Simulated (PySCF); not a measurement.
## Partial charges of pentafluoropropanoyl fluoride

Pentafluoropropanoyl fluoride, C3F6O.
Geometry (GFN2-xTB, Å), atoms numbered from 1 in this order:
```xyz
10
C3F6O angstrom
O      2.227   -0.633   -0.351
C      1.446    0.178   -0.031
F      1.630    1.486   -0.216
C      0.064   -0.067    0.626
F      0.084   -1.225    1.310
F     -0.242    0.915    1.494
C     -1.054   -0.146   -0.462
F     -2.241   -0.373    0.077
F     -0.789   -1.125   -1.323
F     -1.116    0.994   -1.146
```

Density: PBE0/pcSseg-1 (PySCF); schemes: Mulliken, IAO, Hirshfeld and ESP-fitted. Geometry: GFN2-xTB, one conformer, isolated molecule.

At which atom do the 4 schemes differ most?

At C2: from +0.223 (Hirshfeld) to +0.783 e (ESP-fitted), 0.560 e apart.

Do the Mulliken, IAO, Hirshfeld and ESP-fitted schemes agree on where the charge is highest?

The schemes don't all agree: Mulliken C7 (+0.801); IAO C7 (+0.791); Hirshfeld C7 (+0.243); ESP-fitted C2 (+0.783).

Tabulate the Mulliken, IAO, Hirshfeld and ESP-fitted charges.

In e:

```json
{"atom": "O1", "environment": "carbonyl oxygen", "Mulliken": "-0.284", "IAO": "-0.322", "Hirshfeld": "-0.183", "ESP-fitted": "-0.426"}
{"atom": "C2", "environment": "acyl halide carbon", "Mulliken": "+0.528", "IAO": "+0.588", "Hirshfeld": "+0.223", "ESP-fitted": "+0.783"}
{"atom": "F3", "environment": "acyl fluorine", "Mulliken": "-0.232", "IAO": "-0.247", "Hirshfeld": "-0.064", "ESP-fitted": "-0.235"}
{"atom": "C4", "environment": "CF2 carbon", "Mulliken": "+0.427", "IAO": "+0.480", "Hirshfeld": "+0.158", "ESP-fitted": "+0.086"}
{"atom": "F5", "environment": "fluorine of a CF2 group", "Mulliken": "-0.254", "IAO": "-0.257", "Hirshfeld": "-0.072", "ESP-fitted": "-0.119"}
{"atom": "F6", "environment": "fluorine of a CF2 group", "Mulliken": "-0.258", "IAO": "-0.260", "Hirshfeld": "-0.078", "ESP-fitted": "-0.112"}
{"atom": "C7", "environment": "CF3 carbon", "Mulliken": "+0.801", "IAO": "+0.791", "Hirshfeld": "+0.243", "ESP-fitted": "+0.396"}
{"atom": "F8", "environment": "fluorine of a CF3 group", "Mulliken": "-0.237", "IAO": "-0.250", "Hirshfeld": "-0.071", "ESP-fitted": "-0.097"}
{"atom": "F9", "environment": "fluorine of a CF3 group", "Mulliken": "-0.245", "IAO": "-0.262", "Hirshfeld": "-0.076", "ESP-fitted": "-0.138"}
{"atom": "F10", "environment": "fluorine of a CF3 group", "Mulliken": "-0.246", "IAO": "-0.263", "Hirshfeld": "-0.079", "ESP-fitted": "-0.138"}
```

Mean size of the charges over all atoms: IAO 0.372 e, Mulliken 0.351 e, ESP-fitted 0.253 e, Hirshfeld 0.125 e. Each set sums to the total charge, 0, to within 0.001 e. The Hirshfeld scheme divides the density at each point in proportion to the densities of the neutral, spherically averaged free atoms.

How closely do the schemes follow one another over all atoms?

Correlation coefficient and root-mean-square difference: Mulliken with IAO 1.00, 0.030 e; IAO with Hirshfeld 0.98, 0.275 e; Mulliken with Hirshfeld 0.97, 0.258 e; Hirshfeld with ESP-fitted 0.91, 0.210 e; IAO with ESP-fitted 0.86, 0.214 e; Mulliken with ESP-fitted 0.84, 0.212 e.

Sum the charges by element, for elements with more than one atom.

| element | atoms | Mulliken | IAO | Hirshfeld | ESP-fitted |
| --- | --- | --- | --- | --- | --- |
| C | 3 | +1.756 | +1.860 | +0.624 | +1.265 |
| F | 6 | -1.472 | -1.538 | -0.441 | -0.839 |
